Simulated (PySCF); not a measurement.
Ti(Cl)3(OH), HCl₃OTi, SMILES [Cl][Ti]([Cl])([Cl])[OH] (CAM-B3LYP/def2-SVP optimised geometry):

```
6

Ti    -0.722    -1.024     0.000
Cl     1.453    -1.024     0.000
Cl    -1.453     1.024     0.000
Cl    -1.455    -2.062     1.763
O     -1.288    -1.827    -1.405
H     -1.608    -2.276    -2.195
```

Level of theory: PySCF 2.14.0 with CAM-B3LYP/def2-TZVP.

Question: What are the frontier orbital energies and the dipole moment?

Answer: HOMO-2 -10.72 eV, HOMO-1 -10.72 eV, HOMO -10.49 eV, LUMO -2.02 eV, LUMO+1 -2.02 eV; dipole moment 3.03 D.

On the same geometry PBE/def2-TZVP in PySCF 2.14.0 gives HOMO-2 -7.95 eV, HOMO-1 -7.95 eV, HOMO -7.82 eV, LUMO -3.89 eV, LUMO+1 -3.89 eV; dipole moment 2.93 D.

Meta-Löwdin charges at CAM-B3LYP/def2-TZVP: Ti1 1.28, Cl2 -0.35, Cl3 -0.35, Cl4 -0.35, O5 -0.62, H6 0.38.
